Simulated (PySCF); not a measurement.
Compound: valeryl chloride, C5H9ClO.
Z-matrix (Å and degrees, PBE0-D3(BJ)/def2-SVP geometry), rows numbered from 1:
```
C 
C   1  1.5200
C   2  1.5225  1  113.07
C   3  1.5182  2  112.57  1   179.36
C   4  1.4992  3  113.53  2  -179.79
O   5  1.1822  4  127.66  3    -0.61
Cl  5  1.7979  4  111.75  3   179.39
H   1  1.1002  2  111.54  3  -179.80
H   1  1.1016  2  111.26  3    60.01
H   1  1.1017  2  111.23  3   -59.62
H   2  1.1045  1  109.66  3  -122.18
H   2  1.1045  1  109.68  3   122.20
H   3  1.1028  2  110.00  1   -58.59
H   3  1.1028  2  110.00  1    57.31
H   4  1.1038  3  111.94  2    58.97
H   4  1.1037  3  112.01  2   -58.40
```

Computed with PySCF at PBE0/pcSseg-1 and CAM-B3LYP/def2-SVPD, non-relativistic, on one gas-phase PBE0-D3(BJ)/def2-SVP geometry that isn't relaxed in the solvent. The solvent is an IEF-PCM continuum (Bondi radii, 1.10 Å for H, scaled by 1.2). The model holds no explicit solvent molecules, cavitation or dispersion.

Gas phase at PBE0/pcSseg-1: HOMO -8.57 eV, LUMO -0.94 eV, dipole 3.12 D.

Q: What does the continuum do to the energy, the frontier levels and the dipole at PBE0/pcSseg-1 in benzene and water?

A: 
| solvent | ε | E(solvent) − E(gas) (kcal/mol) | polarisation term (kcal/mol) | distortion of the solute (kcal/mol) | HOMO (eV) | LUMO (eV) | dipole (D) |
| --- | --- | --- | --- | --- | --- | --- | --- |
| benzene | 2.271 | -1.93 | -2.07 | 0.14 | -8.61 | -0.92 | 3.42 |
| water | 78.36 | -4.31 | -5.02 | 0.71 | -8.66 | -0.92 | 3.78 |

The first energy column is the sum of the next two and covers electrostatics alone. From benzene to water the lowering changes by a factor 2.23, Onsager's factor (ε − 1)/(2ε + 1) by 2.14 and ε itself by 34.5.

Q: Which radius a makes the point-dipole formula ΔE = −[(ε − 1)/(2ε + 1)]·μ²/a³ give the value in water, with the gas-phase dipole?

A: μ = 1.226 au and |ΔE| = 0.00687 Eh give a = 2.51 Å; the farthest nucleus lies 4.17 Å from the centroid of the nuclei, so such a sphere wouldn't even hold the nuclei. The formula assumes a rigid point dipole at the centre of a sphere.

Q: Which Hirshfeld charges (PBE0/pcSseg-1) respond most in benzene (means over atoms taken as equivalent)?

A: 
```json
{"atoms": "O6", "environment": "carbonyl oxygen", "gas (e)": "-0.189", "solvent (e)": "-0.201", "change": "-0.012"}
{"atoms": "Cl7", "environment": "chlorine bonded to C", "gas (e)": "-0.080", "solvent (e)": "-0.086", "change": "-0.006"}
{"atoms": "H15/H16", "environment": "methylene hydrogen", "gas (e)": "+0.054", "solvent (e)": "+0.058", "change": "+0.004"}
{"atoms": "C5", "environment": "acyl halide carbon", "gas (e)": "+0.194", "solvent (e)": "+0.197", "change": "+0.003"}
{"atoms": "C4", "environment": "sp3 carbon next to a carbonyl", "gas (e)": "-0.069", "solvent (e)": "-0.067", "change": "+0.002"}
{"atoms": "H11/H12", "environment": "methylene hydrogen", "gas (e)": "+0.036", "solvent (e)": "+0.038", "change": "+0.002"}
{"atoms": "C2", "environment": "chain CH2 carbon", "gas (e)": "-0.061", "solvent (e)": "-0.060", "change": "+0.001"}
{"atoms": "C1", "environment": "methyl carbon", "gas (e)": "-0.111", "solvent (e)": "-0.112", "change": "-0.001"}
```

Q: How do the nuclear quadrupole coupling constants eQVzz/h respond in benzene?

A: 
```json
{"nucleus": "17O at O6", "Q (barn)": "-0.0256", "gas (MHz)": "9.53", "solvent (MHz)": "9.42", "η gas": "0.51", "η solvent": "0.48"}
{"nucleus": "35Cl at Cl7", "Q (barn)": "-0.0817", "gas (MHz)": "-62.14", "solvent (MHz)": "-61.55", "η gas": "0.27", "η solvent": "0.26"}
```

Gas phase at CAM-B3LYP/def2-SVPD: HOMO -10.01 eV, LUMO 0.11 eV, dipole 3.13 D.

Q: What does the continuum do to the energy, the frontier levels and the dipole at CAM-B3LYP/def2-SVPD in benzene?

A: 
```json
{"solvent": "benzene", "ε": "2.271", "E(solvent) − E(gas) (kcal/mol)": "-2.04", "polarisation term (kcal/mol)": "-2.20", "distortion of the solute (kcal/mol)": "0.16", "HOMO (eV)": "-10.03", "LUMO (eV)": "0.13", "dipole (D)": "3.47"}
```

Q: How does the static polarisability (CAM-B3LYP/def2-SVPD, frozen core, with the continuum's full static response) change?

A: 
```csv
medium,isotropic (au),principal values (au),⟨r²⟩ of the electrons (bohr²)
gas,79.8,"62.6, 75.8, 101.1",1548.4
benzene,90.1,"71.4, 87.3, 111.6",1549.0
```

The isotropic value in benzene is 1.13 times the gas-phase one; no cavity-field correction is applied. ⟨r²⟩ is taken about the centre of nuclear charge.
